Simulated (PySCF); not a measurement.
C₅H₄F₂O, SMILES C1[C@H](C(=O)/C1=C/F)F.

Geometry: PBE-D3(BJ)/def2-SVP. The structure was generated by enumeration; whether it is a known compound was not checked.

Computed with PBE-D3(BJ)/def2-SVP (PySCF).

No scaling factor is applied to the harmonic values.

Problem. Give all harmonic wavenumbers and intensities. (The exact figures need the calculation; the answer reports its results.)

Solution. 
| mode | ν (cm⁻¹) | IR (km/mol) | moving atoms (share of kinetic energy) |
|---|---|---|---|
| 1 | 67 | 0.4 | F 42 %, C 40 %, H 16 % |
| 2 | 132 | 4.1 | F 50 %, C 29 %, O 16 % |
| 3 | 169 | 2.5 | C 47 %, O 24 %, F 19 %, H 10 % |
| 4 | 222 | 1.4 | F 46 %, O 34 %, C 18 % |
| 5 | 338 | 4.6 | F 42 %, C 32 %, O 18 %, H 9 % |
| 6 | 384 | 11.6 | C 50 %, H 25 %, F 19 % |
| 7 | 393 | 6.3 | C 45 %, H 32 %, F 21 % |
| 8 | 535 | 6.0 | C 52 %, F 22 %, H 19 % |
| 9 | 629 | 10.8 | C 55 %, O 21 %, H 19 % |
| 10 | 726 | 12.4 | C 68 %, H 23 % |
| 11 | 812 | 27.7 | C 64 %, O 16 %, H 15 % |
| 12 | 836 | 16.4 | C 57 %, H 31 %, F 10 % |
| 13 | 864 | 6.7 | H 60 %, C 38 % |
| 14 | 963 | 51.6 | C 70 %, H 26 % |
| 15 | 980 | 5.3 | C 68 %, H 31 % |
| 16 | 1055 | 35.0 | H 66 %, C 31 % |
| 17 | 1098 | 23.5 | C 62 %, H 35 % |
| 18 | 1133 | 127.0 | C 58 %, H 28 %, F 14 % |
| 19 | 1171 | 27.6 | H 41 %, C 40 %, F 18 % |
| 20 | 1178 | 11.7 | H 52 %, C 37 %, F 10 % |
| 21 | 1210 | 51.5 | H 46 %, C 38 %, F 16 % |
| 22 | 1315 | 18.7 | H 60 %, C 38 % |
| 23 | 1325 | 10.8 | H 63 %, C 36 % |
| 24 | 1384 | 4.0 | H 88 %, C 12 % |
| 25 | 1706 | 333.0 | C 96 % |
| 26 | 1826 | 200.7 | C 66 %, O 34 % |
| 27 | 2964 | 18.5 | H 92 % |
| 28 | 3000 | 4.7 | H 95 % |
| 29 | 3068 | 4.7 | H 90 %, C 10 % |
| 30 | 3121 | 2.0 | H 91 %, C 9 % |
